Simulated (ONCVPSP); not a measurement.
## Pseudopotential generation for rubidium (Rb): ONCV, PBE, scalar-relativistic.

ONCVPSP 4.0.1 was run on this input:

```
# ATOM AND REFERENCE CONFIGURATION
# atsym  z   nc   nv     iexc    psfile
  Rb 37.00    6    3        4      upf
#
#   n    l    f
    1    0    2.00
    2    0    2.00
    2    1    6.00
    3    0    2.00
    3    1    6.00
    3    2   10.00
    4    0    2.00
    4    1    6.00
    5    0    0.50
#
# PSEUDOPOTENTIAL AND OPTIMIZATION
# lmax
    2
#
#   l,   rc,      ep,       ncon, nbas, qcut
    0    2.25    0.00    4    9    4.00
    1    2.45    0.00    3    8    7.00
    2    2.45    0.46    4    7    3.90
#
# LOCAL POTENTIAL
# lloc, lpopt,  rc(5),   dvloc0
    4    4    1.75    6.00
#
# VANDERBILT-KLEINMAN-BYLANDER PROJECTORs
# l, nproj, debl
    0    2    2.70
    1    2    1.30
    2    2    3.90
#
# MODEL CORE CHARGE
# icmod, fcfact, rcfact
    0    0.00    0.00
#
# LOG DERIVATIVE ANALYSIS
# epsh1, epsh2, depsh
   -3.00    5.00    0.02
#
# OUTPUT GRID
# rlmax, drl
    6.00    0.01
#
# TEST CONFIGURATIONS
# ncnf
    4
# nvcnf
#   n    l    f
    3
    4    0    2.00
    4    1    6.00
    5    0    1.00
#
    3
    4    0    2.00
    4    1    6.00
    5    0    0.00
#
    4
    4    0    2.00
    4    1    6.00
    5    0    0.00
    5    1    1.00
#
    3
    4    0    2.00
    4    1    5.00
    5    0    1.00
#
```

Command:

```bash
oncvpsp.x < Rb.dat > Rb.out
```

Resulting log (shortened: citation, most of the input echo, consistency checks and plot data are left out):

```
ONCVPSP  (Optimized Norm-Conservinng Vanderbilt PSeudopotential)
scalar-relativistic version 4.0.1

#   n    l    f        energy (Ha)
    1    0    2.00    -5.5258120E+02
    2    0    2.00    -7.3899841E+01
    2    1    6.00    -6.5521250E+01
    3    0    2.00    -1.1049766E+01
    3    1    6.00    -8.3624490E+00
    3    2   10.00    -3.9189916E+00
    4    0    2.00    -1.2698942E+00
    4    1    6.00    -6.8387366E-01
    5    0    0.50    -1.5144507E-01

Reference configufation results
  iterations    23
  all-electron total energy (Ha)   -2.98113843D+03

Begin loop to  construct optimized pseudo wave functions
and semi-local pseudopoentials for all angular momenta

Calculating optimized projector #   1

 for l=   0

    Fraction of norm inside rc  0.923084
    Optimizing pswf for qcut=   4.00 a_B^-1,  ecut=   7.99 Ha
    Residual kinetic energy error=  1.60D-04 Ha

    Energy error per electron        Cutoff
         Ha          eV             Ha
         0.01000     0.27211        2.36
         0.00100     0.02721        5.96
         0.00010     0.00272       11.37
         0.00001     0.00027       45.41

Calculating optimized projector #   2

 for l=   0

    Fraction of norm inside rc  0.041897
    Optimizing pswf for qcut=   4.00 a_B^-1,  ecut=   7.99 Ha
    Residual kinetic energy error=  8.74D-05 Ha

    Energy error per electron        Cutoff
         Ha          eV             Ha
         0.01000     0.27211        1.71
         0.00100     0.02721        4.38
         0.00010     0.00272        7.83
         0.00001     0.00027       22.40

   Wellstate for l =  1  n =  6
     eigenvalue =   0.6161
     asymptotic potential =   1.1161
     half-point radius =  6.1432

Calculating optimized projector #   1

 for l=   1

    Fraction of norm inside rc  0.869577
    Optimizing pswf for qcut=   7.00 a_B^-1,  ecut=  24.52 Ha
    Residual kinetic energy error=  1.36D-09 Ha

    Energy error per electron        Cutoff
         Ha          eV             Ha
         0.01000     0.27211        4.81
         0.00100     0.02721        6.64
         0.00010     0.00272       12.93
         0.00001     0.00027       16.39

Calculating optimized projector #   2

 for l=   1

    Fraction of norm inside rc  0.102969
    Optimizing pswf for qcut=   7.00 a_B^-1,  ecut=  24.52 Ha
    Residual kinetic energy error=  9.64D-10 Ha

    Energy error per electron        Cutoff
         Ha          eV             Ha
         0.01000     0.27211        4.52
         0.00100     0.02721        6.25
         0.00010     0.00272       12.69
         0.00001     0.00027       16.40

WARNING wellstate: moderately localized bound state found for n= 4 l=  2
WARNING scattering state with energy  0.05000000
WARNING will be used for the first projector

   Wellstate for l =  2  n =  4
     eigenvalue =   0.0500
     asymptotic potential =   0.5500
     half-point radius =  3.9754

   Wellstate for l =  2  n =  7
     eigenvalue =   3.9500
     asymptotic potential =   4.4500
     half-point radius =  4.0036

Calculating optimized projector #   1

 for l=   2

    Fraction of norm inside rc  0.516082
    Optimizing pswf for qcut=   3.89 a_B^-1,  ecut=   7.58 Ha
    Residual kinetic energy error=  1.11D-03 Ha

    Energy error per electron        Cutoff
         Ha          eV             Ha
         0.01000     0.27211        5.50
         0.00100     0.02721        7.71
         0.00010     0.00272       23.16
         0.00001     0.00027       28.99

Calculating optimized projector #   2

 for l=   2

    Fraction of norm inside rc  0.190881
    Optimizing pswf for qcut=   3.89 a_B^-1,  ecut=   7.58 Ha
    Residual kinetic energy error=  1.10D-01 Ha

    Energy error per electron        Cutoff
         Ha          eV             Ha
         0.01000     0.27211       10.12
         0.00100     0.02721       32.12
         0.00010     0.00272       38.21
         0.00001     0.00027       44.90

Construct Vanderbilt / Kleinmman-Bylander projectors

B matrix Hermiticity error, ll=   0
   1   2    5.0597E-05

  Orthonormal projector coefficients -2.8619E+00  1.2485E+00

B matrix Hermiticity error, ll=   1
   1   2   -7.0454E-05

  Orthonormal projector coefficients -7.7740E+00 -2.7976E+00

B matrix Hermiticity error, ll=   2
   1   2    7.8995E-05

  Orthonormal projector coefficients -3.3215E+00 -6.2003E-01

Pseudoatom total energy  -24.277400

Diagnostic tests using Vanderbilt-Kleinman-Bylander pseudopotentials
  1 or more projectors used as specified by nproj input data

   l    rcore       rmatch      e in        delta e   norm test  slope test

   0   2.2527320   2.3211298  -1.2698942   0.0000005   1.0000880   1.0000860
   0   2.2527320   2.3211298  -0.1514451   0.0000008   1.0000179   1.0000151

   1   2.4642186   2.5390377  -0.6838737  -0.0000088   1.0000340   1.0000267
   1   2.4642186   2.5390377   0.6161263  -0.0000027   1.0001886   1.0001886

   2   2.4642186   2.5390377   0.0500000   0.0000009   1.0000135   1.0000135
   2   2.4642186   2.5390377   3.9500000   0.0000124   1.0000811   1.0000811

 Testing for bound ghosts
   n   l    E NL Schr. Eq   E Basis Diag.   E Cutoff

   1   0       -1.269894       -1.269890     69.01
   2   0       -0.151444       -0.104458     69.01

   2   1       -0.683882       -0.683862     49.98

   3   2       -0.060506       -0.032609     42.37

 Testing for highly-localized positive-energy ghosts
       l    <radius>/rc     E Basis Diag.   E Cutoff

Test configuration 0

   n   l     f        eae           eps        diff
   1   0  2.0000 -552.58119750
   2   0  2.0000  -73.89984079
   2   1  6.0000  -65.52125044
   3   0  2.0000  -11.04976564
   3   1  6.0000   -8.36244902
   3   2 10.0000   -3.91899164
   4   0  2.0000   -1.26989415   -1.26989362    5.32D-07
   4   1  6.0000   -0.68387366   -0.68388243   -8.77D-06
   5   0  0.5000   -0.15144507   -0.15144427    7.96D-07

    Total energies and differences
      AE_ref= -2.98113843D+03  AE_tst= -2.98113843D+03  dif=  0.00D+00
      PS_ref= -2.42774000D+01  PS_tst= -2.42774000D+01  dif= -4.97D-14
      PSP excitation error=  4.97D-14

Test configuration 1

   n   l     f        eae           eps        diff
   1   0  2.0000 -552.48263653
   2   0  2.0000  -73.80135132
   2   1  6.0000  -65.42276314
   3   0  2.0000  -10.95133622
   3   1  6.0000   -8.26402806
   3   2 10.0000   -3.82058588
   4   0  2.0000   -1.17206890   -1.17198524    8.37D-05
   4   1  6.0000   -0.58667428   -0.58667449   -2.10D-07
   5   0  1.0000   -0.08200647   -0.08200465    1.83D-06

    Total energies and differences
      AE_ref= -2.98113843D+03  AE_tst= -2.98119643D+03  dif= -5.80D-02
      PS_ref= -2.42774000D+01  PS_tst= -2.43354039D+01  dif= -5.80D-02
      PSP excitation error=  1.82D-06

Test configuration 2

   n   l     f        eae           eps        diff
   1   0  2.0000 -552.69541296
   2   0  2.0000  -74.01395381
   2   1  6.0000  -65.63535569
   3   0  2.0000  -11.16379316
   3   1  6.0000   -8.47646182
   3   2 10.0000   -4.03298005
   4   0  2.0000   -1.38291274   -1.38305322   -1.40D-04
   4   1  6.0000   -0.79564317   -0.79567408   -3.09D-05

    Total energies and differences
      AE_ref= -2.98113843D+03  AE_tst= -2.98104379D+03  dif=  9.46D-02
      PS_ref= -2.42774000D+01  PS_tst= -2.41827580D+01  dif=  9.46D-02
      PSP excitation error= -4.86D-06

Test configuration 3

   n   l     f        eae           eps        diff
   1   0  2.0000 -552.53605803
   2   0  2.0000  -73.85480499
   2   1  6.0000  -65.47618022
   3   0  2.0000  -11.00483281
   3   1  6.0000   -8.31750768
   3   2 10.0000   -3.87404476
   4   0  2.0000   -1.22503475   -1.22511460   -7.99D-05
   4   1  6.0000   -0.63853642   -0.63856413   -2.77D-05
   5   1  1.0000   -0.04943380   -0.04943439   -5.89D-07

    Total energies and differences
      AE_ref= -2.98113843D+03  AE_tst= -2.98114058D+03  dif= -2.14D-03
      PS_ref= -2.42774000D+01  PS_tst= -2.42795475D+01  dif= -2.15D-03
      PSP excitation error=  3.02D-06

Test configuration 4

   n   l     f        eae           eps        diff
   1   0  2.0000 -552.95709456
   2   0  2.0000  -74.26964827
   2   1  6.0000  -65.89190292
   3   0  2.0000  -11.41407606
   3   1  6.0000   -8.72663289
   3   2 10.0000   -4.28259674
   4   0  2.0000   -1.58551016   -1.58789153   -2.38D-03
   4   1  5.0000   -0.97796556   -0.97823443   -2.69D-04
   5   0  1.0000   -0.29663479   -0.29668222   -4.74D-05

    Total energies and differences
      AE_ref= -2.98113843D+03  AE_tst= -2.98041955D+03  dif=  7.19D-01
      PS_ref= -2.42774000D+01  PS_tst= -2.35582151D+01  dif=  7.19D-01
      PSP excitation error= -3.04D-04
```

The run took about 5.2 s on one core of a shared server CPU.
